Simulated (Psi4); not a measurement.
Conformational energy of SMILES CC(C)c1ccc([SiH3])s1. Scanned: dihedral C1–C2–C4–S9; all other coordinates were relaxed at GFN2-xTB.

Geometry of the scan point at 90° (Å):
```
21

C     -2.2247     1.3617     0.3018
C     -1.8524    -0.0625    -0.1268
C     -2.3314    -1.0789     0.9060
C     -0.3751    -0.1490    -0.3465
C      0.3134     0.1121    -1.4923
C      1.7082    -0.0293    -1.3465
C      2.0996    -0.3995    -0.0935
Si     3.8218    -0.7117     0.5690
S      0.7101    -0.5776     0.9334
H     -1.7446     1.6049     1.2475
H     -3.3016     1.4488     0.4260
H     -1.9001     2.0818    -0.4458
H     -2.3417    -0.2713    -1.0864
H     -1.8799    -0.8732     1.8743
H     -3.4128    -1.0298     1.0102
H     -2.0566    -2.0876     0.6051
H     -0.1644     0.3939    -2.4148
H      2.4084     0.1351    -2.1472
H      3.9188    -2.0978     1.0326
H      4.7552    -0.4649    -0.5301
H      4.0823     0.1982     1.6870
```

Level of theory: Psi4 1.11 with PBE-D3(BJ)/def2-SVP // GFN2-xTB.

Scanned values (°): -165, -150, -135, -120, -105, -90, -75, -60, -45, -30, -15, 0, 15, 30, 45, 60, 75, 90, 105, 120, 135, 150, 165, 180.

Describe the profile: where are the wells and the tops?

Lower than their neighbours: -165° (0.3 kcal/mol), -60° (0.2 kcal/mol), 60° (0.0 kcal/mol). Higher than their neighbours: -120° (0.6 kcal/mol), -15° (0.9 kcal/mol), 135° (0.9 kcal/mol). The whole profile spans 0.9 kcal/mol.
